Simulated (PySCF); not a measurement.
PbHF, SMILES [F][PbH] (connectivity only; charge and spin as stated), neutral, multiplicity 1. Atoms are numbered in the order given.

```xyz
3

Pb     0.0240     0.2007     0.0000
H     -1.8392     0.3497     0.0000
F     -0.0147    -1.8679     0.0000
```
Charge 0, spin multiplicity 1.

Coordinates come from a B3LYP-D3(BJ)/def2-TZVP optimisation. The def2 effective core potentials stand for the cores of Pb; spin–orbit coupling is left out.

Method: PBE0/def2-TZVPD run with PySCF.

Computed frontier levels, gap, dipole moment and polarisability:
| Item | Value |
|---|---|
| highest occupied level | -7.18 eV |
| lowest empty level | -2.91 eV |
| orbital gap | 4.28 eV |
| dipole moment | 3.90 D |
| quadrupole, principal values (traceless, Buckingham form, about the centre of nuclear charge) | -6.86, -2.38, 9.24 D·Å |
| mean static polarisability | 44.6 bohr³ (6.60 Å³) |
| polarisability, principal values | 33.6, 44.9, 55.2 bohr³ |
